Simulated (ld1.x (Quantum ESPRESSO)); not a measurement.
Plane-wave convergence, RRKJ potential for sulfur

S (Z = 16), norm-conserving RRKJ (Kleinman–Bylander form), made with ld1.x (Quantum ESPRESSO) 7.5 (LDA (PZ), scalar-relativistic). Core [Ne], reference 3s2 3p4. Waves: 3s (bound): rc 1.45 bohr; 3p (bound): rc 1.75 bohr. Local part: all-electron potential smoothed inside 1.50 bohr (lloc = -1). Core correction: Bessel-smoothed model core, default radius (core density twice the valence density). rho0 = 0.001.

The pseudo-atom Hamiltonian at the reference potential is diagonalised in spherical Bessel functions j_l(qr) that vanish at 20 bohr, with q² up to the cutoff. All-electron valence levels (Ry): 3s -1.2704, 3p -0.5227.

Question: How do the lowest levels (Ry) of each channel move with the cutoff, and are there ghosts?

Answer:

```csv
cutoff (Ry),s #1,p #1,p #2,d #1,d #2,f #1,f #2,Σ f·Δε (mRy)
8,-1.0934,-0.4978,0.0340,0.0719,0.1585,0.1179,0.2521,454.0
12,-1.1706,-0.5142,0.0334,0.0718,0.1577,0.1179,0.2521,233.7
21,-1.2527,-0.5161,0.0333,0.0718,0.1572,0.1179,0.2521,62.0
30,-1.2674,-0.5205,0.0332,0.0717,0.1571,0.1179,0.2521,14.9
40,-1.2692,-0.5224,0.0332,0.0717,0.1571,0.1179,0.2521,3.8
50,-1.2694,-0.5227,0.0332,0.0717,0.1571,0.1179,0.2521,2.1
70,-1.2702,-0.5227,0.0332,0.0717,0.1571,0.1179,0.2521,0.5
90,-1.2704,-0.5228,0.0332,0.0717,0.1571,0.1179,0.2521,0.1
400,-1.2704,-0.5228,0.0332,0.0717,0.1571,0.1179,0.2521,0.0
```

Result: no extra level below or beside the all-electron valence levels (s, p, d, f tested); 10 mRy is reached at 35 Ry and 1 mRy at 70 Ry.
